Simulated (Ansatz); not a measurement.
Reaction (redistribution): `CBB(C)F` + `C=NB(C)[SiH3]` → `C=NB(C)F` + `CBB(C)[SiH3]`

Program: Ansatz. Geometries: PBE0-D4/def2-TZVP. ΔE: electronic, gas phase. CCSD(T)/CBS adds triple-zeta CCSD(T) − MP2 to the extrapolated MP2 energy (def2 sets, frozen cores). Functionals use def2-TZVPP. B3LYP here is the variant with VWN-RPA as its local correlation; programs differ in this. Each species was taken in one conformer, which may not be the lowest.

```
             level  ΔE (kJ/mol)  difference from CCSD(T)/CBS
            PBE-D4         17.2                          1.8
         r2SCAN-D4         13.2                         -2.2
           PBE0-D4         13.9                         -1.5
          B3LYP-D4         15.8                          0.4
           ωB97X-V         13.5                         -1.9
           ωB97M-V         12.3                         -3.1
            B2PLYP         17.4                          2.0
               PBE         18.1                          2.7
            r2SCAN         13.5                         -1.9
              PBE0         14.7                         -0.7
             B3LYP         17.3                          1.9
     HF/def2-TZVPP          8.6                         -6.8
    MP2/def2-TZVPP         17.1                          1.7
SCS-MP2/def2-TZVPP         16.9                          1.5
   CCSD/def2-TZVPP         14.1                         -1.3
CCSD(T)/def2-TZVPP         16.0                          0.6
     HF/def2-QZVPP          8.5                         -6.9
    MP2/def2-QZVPP         16.8                          1.4
SCS-MP2/def2-QZVPP         16.5                          1.1
      HF/CBS(def2)          8.5                         -6.9
     MP2/CBS(def2)         16.6                          1.2
    CCSD/CBS(def2)         13.6                         -1.8
       CCSD(T)/CBS         15.4                            0
```

Largest T1 diagnostic among the species: 0.015.

In def2-TZVPP, CCSD(T) changes the Hartree–Fock value by +7.4 kJ/mol (the triples alone add +1.9 kJ/mol) and MP2 by +8.6 kJ/mol. From PBE to PBE0 (25 % exact exchange), in def2-TZVPP and without D4, ΔE moves by −3.4 kJ/mol.
